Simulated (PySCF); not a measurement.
All values below come from M06-2X/def2-TZVP // B3LYP-D3(BJ)/def2-TZVP (PySCF). Isolated molecules, 0 K electronic values unless said otherwise. 

Reference species (SMILES): `[CH](Br)Br` (neutral, multiplicity 2).

```json
{
  "dipole_moment": "0.82 D"
}
```

Changed species: `Br[C](Br)Br` (radical fragment; the reference has radical fragment).

Q: Give the shifts of the dipole moment.

A: the dipole moment falls by 0.63 D, to 0.19 D.
